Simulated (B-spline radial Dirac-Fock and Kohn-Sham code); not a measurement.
**Elastic and transport cross sections of manganese for electrons**

Model: relativistic (Dirac) partial waves in the static field of the Dirac-Fock atom with Furness-McCarthy exchange, without polarisation or absorption potentials. Program: a radial B-spline solver. Below a few hundred eV the neglected polarisation potential matters, most of all at small angles. σ_tr1 and σ_tr2 weight the cross section with 1 − P₁ and 1 − P₂ of cos θ; "backward" is the share scattered beyond 90°.

```
energy (eV)  σ (a₀²)  σ_tr1 (a₀²)  σ_tr2 (a₀²)  σ/σ_tr1  backward (%)
        218     14.6         5.86         4.54     2.49            18
        275     13.1         4.74         3.72     2.75            16
        282     12.9         4.62         3.65     2.79            15
        300     12.5         4.35         3.48     2.87            15
        500     9.53         2.47         2.41     3.86            11
        683     8.04         1.68         1.89     4.78           8.3
        824     7.25         1.32         1.60     5.50           7.0
       1000     6.50         1.02         1.34     6.40           5.8
       1070     6.25        0.926         1.25     6.75           5.4
       1130     6.06        0.859         1.18     7.06           5.1
       1310     5.56        0.699         1.02     7.96           4.3
       1380     5.40        0.649        0.960     8.31           4.1
       1500     5.14        0.576        0.876     8.91           3.7
       2000     4.31        0.380        0.628     11.4           2.7
       2050     4.25        0.366        0.609     11.6           2.6
       2300     3.95        0.308        0.529     12.8           2.2
       3000        ?            ?            ?        ?             ?
       3530     2.99        0.161        0.304     18.6           1.3
       4510     2.53        0.110        0.217     23.1          0.92
       4620     2.49        0.106        0.210     23.6          0.89
       5000     2.36       0.0932        0.188     25.3          0.80
```

Q: Fill in the row for 3 keV.

A: σ = 3.33 a₀², σ_tr1 = 0.207 a₀², σ_tr2 = 0.377 a₀², σ/σ_tr1 = 16.1, backward 1.6 %. The ratio σ/σ_tr1 is roughly the number of elastic collisions that randomise the direction.

Values without a named source are computed, but for edge energies of neutral atoms, which are taken from tables.
